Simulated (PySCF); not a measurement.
# NMR problem set

How the numbers were obtained: GFN2-xTB geometry, shieldings: GIAO PBE0/pcSseg-1, in PySCF (a single conformation, no relativistic terms, in vacuum, averaged over atoms made equivalent by symmetry, fast rotation or ring inversion).

Referencing at the same level of theory: ¹H (σ = 31.72 ppm) and ¹³C (σ = 186.93 ppm) against TMS. Splittings of carbon signals by F and P are missing where no couplings were computed. Where no couplings were computed, multiplicities follow the n + 1 count of equivalent neighbours, and m marks all less simple cases (inequivalent or close neighbours, rings, F or P nearby). Shifts are as computed. Against solution values, carbons near 30 ppm lie about +3 ppm off and those near 130 ppm about +5 ppm. Of 1211 compounds with measured shifts, 218 miss one by over three times the rms of a fit or turn the order of signals round; such compounds aren't used in these exercises.

(1) C5H6FNSi. ¹H NMR (600 MHz, computed): δ 7.08 (m, 1H), 6.25 (m, 1H), 5.36 (m, 1H), 5.02 (m, 1H), 4.84 (d, 2H). ¹³C{¹H} NMR (computed): δ 172.4 (C), 150.6 (CH), 122.7 (CH), 122.5 (C), 106.3 (CH2). Give a structure.

(2) C5H6FNSi. ¹H NMR (600 MHz, computed): δ 7.18 (m, 1H), 5.34 (m, 1H), 5.32 (m, 1H), 3.27 (m, 1H), 3.17 (m, 1H), 2.39 (m, 1H). ¹³C{¹H} NMR (computed): δ 165.5 (CH), 126.4 (C), 118.0 (C), 33.4 (CH2), 7.2 (CH). Give a structure.

Results:

(1) SMILES C=C(F)/C=C/[SiH2]C#N. Rings plus π bonds: 4 (no ring in the answer). 5 carbon signals for 5 carbons: no two carbons are equivalent. Carbon types of the structure: 2 × C, 2 × CH, 1 × CH2, leaving 2 H on heteroatoms. δC 172.4: fully substituted alkene carbon. δC 150.6, 122.7: alkene CH; as expected for a trigonal carbon in a double bond. δC 122.5: nitrile carbon; this is the usual window of a C≡N carbon, which has no attached hydrogen. δC 106.3: terminal =CH2 carbon; an sp2 carbon of a C=C bond.

This is the structure that produced the data.

(2) `N#C[C@H]1C/C(=C/F)[SiH2]1`. Rings plus π bonds: 4 (1 ring in the answer). 5 carbon signals for 5 carbons: no two carbons are equivalent. Carbon types of the structure: 2 × C, 2 × CH, 1 × CH2, leaving 2 H on heteroatoms. δC 165.5: alkene CH. δC 126.4: nitrile carbon; C≡N carbons fall here, among the sp2 signals but without a proton. δC 118.0: fully substituted alkene carbon; as expected for a trigonal carbon in a double bond. δC 7.2: sp3 CH bonded to Si, α to a nitrile; an electropositive neighbour leaves it electron-rich and shielded.

The data come from this structure; uniqueness wasn't tested.
